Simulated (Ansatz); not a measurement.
`FC(Cl)CBr` and `O[SiH2]C(F)Cl` differ in one atom or group.

Ansatz, PBE0-D4/def2-TZVP geometries, multiplicity 1. Each molecule was computed in one conformer, which needn't be the lowest.

Scalar relativity is left out up to krypton.

```
                                          property  `FC(Cl)CBr`
size of the dipole moment (ωB97M-V/def2-TZVPP) / D         1.26
             LUMO energy (ωB97M-V/def2-TZVPP) / eV         1.65
             HOMO–LUMO gap (B3LYP/def2-TZVPP) / eV         7.39
             HOMO energy (ωB97M-V/def2-TZVPP) / eV       -10.62
               LUMO energy (B3LYP/def2-TZVPP) / eV        -0.71
                 LUMO energy (PBE/def2-TZVPP) / eV        -1.47
```

Q: Give the same properties after the change, and the shifts. (Best estimate.)

A: The calculation gave: 
| property | `O[SiH2]C(F)Cl` | shift |
| --- | --- | --- |
| size of the dipole moment (ωB97M-V/def2-TZVPP) / D | 1.00 | -0.26 |
| LUMO energy (ωB97M-V/def2-TZVPP) / eV | 1.60 | -0.05 |
| HOMO–LUMO gap (B3LYP/def2-TZVPP) / eV | 7.70 | 0.31 |
| HOMO energy (ωB97M-V/def2-TZVPP) / eV | -10.58 | 0.04 |
| LUMO energy (B3LYP/def2-TZVPP) / eV | -0.40 | 0.31 |
| LUMO energy (PBE/def2-TZVPP) / eV | -1.09 | 0.38 |

With PBE0 the HOMO rises by 0.05 eV and the LUMO rises by 0.28 eV, so the gap widens by about 0.23 eV. PBE moves the HOMO by 0.16 eV and ωB97M-V by 0.04 eV. Dipoles are sizes alone; their direction can turn.

B3LYP here is the variant with VWN-RPA as its local correlation; programs differ in this.

Spin–orbit coupling is left out; it splits and shifts lone-pair levels of the heavy atoms by tenths of an eV.
